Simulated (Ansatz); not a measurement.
```yaml
atoms:
  - { symbol: Ti, position_ang: [0.0000, 0.0000, -0.3577] }
  - { symbol: O, position_ang: [0.0000, 1.2196, 0.4918] }
  - { symbol: O, position_ang: [0.0000, -1.2196, 0.4918] }
```

Basis set: cc-pVDZ (spherical functions). Left uncorrelated: 7 orbitals. Charge 0, multiplicity 1.

Computed with Ansatz (development build ahead of 0.2.0); each method stands on the lowest determinant of its kind that the runs found. Restricted open shells among the atoms or ions are ROHF, correlated in semicanonical orbitals with singles.

Problem. Give the atomization energy at this shape (free ground-state atoms in the same class of orbitals less the molecule, no zero-point energy) of singlet TiO₂ by RHF-MP2, RHF.

Solution.

```json
{"method": "RHF-MP2", "atomization energy": "287.43 kcal/mol"}
{"method": "RHF", "atomization energy": "69.71 kcal/mol"}
```

Caution: no unrestricted run beside it, a lower state can exist; other spin multiplicities were not run; the shape is not the minimum.
